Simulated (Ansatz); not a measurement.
Basis-set extrapolation for `[NH2][AlH][SiH]1[SiH2]S1` (PBE0-D4/def2-TZVP geometry, frozen core, Ansatz). Multiplicity 1, RHF reference.

```csv
,def2-TZVPP,def2-QZVPP
HF,-1275.389153,-1275.427420
MP2 correlation,-0.704258,-0.760149
CCSD(T) correlation,-0.798853,not run
```

Energies in hartree. Use E(X) = E(∞) + A·exp(−7.88·√X) for Hartree–Fock and E(X) = E(∞) + B·X^(−2.97) for correlation, with X = 3 and 4, and add CCSD(T) minus MP2 of the smaller set to the MP2 limit.

Q: What is the CCSD(T) energy at the basis-set limit?

A: HF limit: -1275.427420 + (-0.038267) × 0.13774 = -1275.43269. MP2 limit: -0.760149 + (-0.055891) × 0.74074 = -0.80155. Higher-order term: -0.798853 − (-0.704258) = -0.09459. Total: -1276.32883 hartree, 369.7 kJ/mol below CCSD(T)/def2-TZVPP.
